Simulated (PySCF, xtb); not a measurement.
Si(Cl)2(F)(OSiH3) (Cl2FH3OSi2), SMILES [SiH3]O[Si](F)(Cl)Cl.

GFN2-xTB (xtb) at its own geometry gives an orbital gap of 6.14 eV and a dipole moment of 2.59 D.

Geometry: PBE-D3(BJ)/def2-SVP. This is a generated structure with no PubChem entry under its InChIKey; it may be hypothetical. One conformer was computed; it need not be the lowest.

Q: What does PBE/def2-TZVP (PySCF) give? (The exact figures need the calculation; the answer reports its results.)

A: gap 6.53 eV (levels -7.98 and -1.46 eV), dipole 1.72 D.
